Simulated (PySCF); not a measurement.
C₃H₄F₄.
SMILES with atom numbers: `[CH3:1][C@@H:2]([F:3])[C:4]([F:5])([F:6])[F:7]` (hydrogens: H8, H9, H10 on C1; H11 on C2)

All values: CAM-B3LYP/def2-SVPD (PySCF, non-relativistic), on one gas-phase PBE0-D3(BJ)/def2-SVP geometry that isn't relaxed in the solvent. The solvent is an IEF-PCM continuum (van der Waals radii × 1.2), and excitations are vertical TDDFT with non-equilibrium linear response and a frozen core. Specific hydrogen bonds and non-electrostatic terms are outside this model.

```json
{"run": "gas", "E − E(gas) (kcal/mol)": "0.00", "HOMO (eV)": "-11.76", "HOMO–LUMO gap (eV)": "12.93", "dipole (D)": "2.50", "lowest singlet (eV)": "9.73", "static polarisability (au)": "41.4"}
{"run": "P", "E − E(gas) (kcal/mol)": "-3.77", "HOMO (eV)": "-11.51", "HOMO–LUMO gap (eV)": "12.90", "dipole (D)": "3.09", "lowest singlet (eV)": "9.69", "static polarisability (au)": "51.9"}
{"run": "Q", "E − E(gas) (kcal/mol)": "-1.69", "HOMO (eV)": "-11.64", "HOMO–LUMO gap (eV)": "12.95", "dipole (D)": "2.76", "lowest singlet (eV)": "9.71", "static polarisability (au)": "45.6"}
```

Q: The runs were made in benzene and water. Which run belongs to which solvent?

A: P = water, Q = benzene. The dielectric constants are 2.271 (benzene), 78.36 (water), and the energy falls further as ε rises. The optical constants n² used for the excitations are 2.25, 1.78 in the same order. In this model the ground state sees the solvent through ε alone.

Q: How constant is the ratio of the lowering to (ε − 1)/(2ε + 1)?

A: 
```json
{"solvent": "benzene", "(ε − 1)/(2ε + 1)": "0.229", "E − E(gas) (kcal/mol)": "-1.69", "ratio (kcal/mol)": "-7.4", "polarisation term (kcal/mol)": "-1.81"}
{"solvent": "water", "(ε − 1)/(2ε + 1)": "0.490", "E − E(gas) (kcal/mol)": "-3.77", "ratio (kcal/mol)": "-7.7", "polarisation term (kcal/mol)": "-4.37"}
```

The ratio changes by +4.1 % in size from benzene to water. The polarisation term is half the interaction of the solute with the induced surface charges.

The run took 28 s wall on an Intel Xeon Platinum 8259CL at 2.50 GHz with one thread, shared host, and the process peaked at 0.92 GiB of memory. This is the whole response run at CAM-B3LYP/def2-SVPD in water, SCF included.

Shape of the structure used: `[CH3:1][C@@H:2]([F:3])[C:4]([F:5])([F:6])[F:7]`: C1–C2–C4–F5 -179°.
